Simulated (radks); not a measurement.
Q: Calculated with a radial shooting solver on a logarithmic mesh with Libxc functionals: scalar-relativistic Kohn-Sham, BLYP, spin-polarised, spherical densities, finite nucleus; open shells are filled with parallel spins first; Fermi nuclear charge, rms radius of each element as measured or else 0.836 A^(1/3) + 0.57 fm. Each species is in its NIST ground configuration. Rank Si+, Ar+, P+, Al+, Mg+, Cl+, S+ by mean radius of the outermost orbital (bohr), largest first.

A: Mg+ 2.74, Si+ 2.44, Al+ 2.37, P+ 2.12, S+ 1.87, Cl+ 1.73, Ar+ 1.56.
